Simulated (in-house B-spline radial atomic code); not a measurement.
A fraction x of an electron is removed from 4p in Rh VI (Rh5+), starting from [Kr] 4d4 and keeping the highest spin. Computed with an all-electron radial atomic-structure program (B-spline basis): non-relativistic TPSS, spin-polarised, spherical fractional occupations, point nucleus.

```csv
x,E(x) - E(0) (eV),4p down level (eV)
0,0.0000,-116.291
0.07,8.1847,-117.557
0.25,29.6389,-120.826
0.31,?,?
0.49,?,?
0.5,60.4159,-125.395
0.6,73.0472,-127.231
0.72,88.4474,-129.441
0.85,105.4307,-131.842
0.89,110.7192,-132.582
1,125.4153,-134.621
```

Problem. What belongs in the row x = 0.31?

Solution. An energy change of 36.9213 eV; 4p down at -121.920 eV.

Problem. What belongs in the row x = 0.49?

Solution. An energy change of 59.1629 eV; 4p down at -125.212 eV.

Problem. Check Janak's theorem between x = 0.07 and 0.25.

Solution. The slope of the energy is 119.19 eV; the orbital levels give 119.19 eV (-ε of the emptying orbital, averaged over the two points).
